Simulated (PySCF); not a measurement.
Species: C$_{5}$H$_{3}$O$_{2}$, net charge 0, doublet state. It need not be the lowest isomer of its formula. SMILES: O=Cc1c[c]co1
Coordinates optimised at B3LYP-D3(BJ)/def2-TZVP (Ansatz):
```
C
C 1 1.3722
O 1 1.3740 2 110.54
C 3 1.3600 1 107.23 2 0.00
C 4 1.3536 3 108.21 1 0.00
H 4 1.0745 5 134.84 2 -180.00
H 2 1.0759 1 125.90 3 180.00
C 1 1.4528 2 132.85 7 0.00
O 8 1.2099 1 124.05 2 0.00
H 8 1.1076 9 122.05 1 180.00
```
Charge 0, spin multiplicity 2.

Dispersion corrections to the total energy (kcal/mol) from the dftd3 and dftd4 libraries through PySCF: D3(BJ) without and D4 with the three-body term, each with the damping fitted for the functional named.

| functional | D3(BJ) | D4 |
|---|---|---|
| B2PLYP | -4.18 | -3.84 |
| HSE06 | -3.38 | -4.25 |
| TPSSh | -6.07 | ___ |
| CAM-B3LYP | -4.03 | -4.60 |
| TPSS | -6.63 | ___ |
| PBE | -5.28 | -5.50 |
| r2SCAN | ___ | -1.38 |

Task: Complete the blanks.

Result: 
- TPSSh, D4: -6.76
- TPSS, D4: -7.45
- r2SCAN, D3(BJ): -1.46
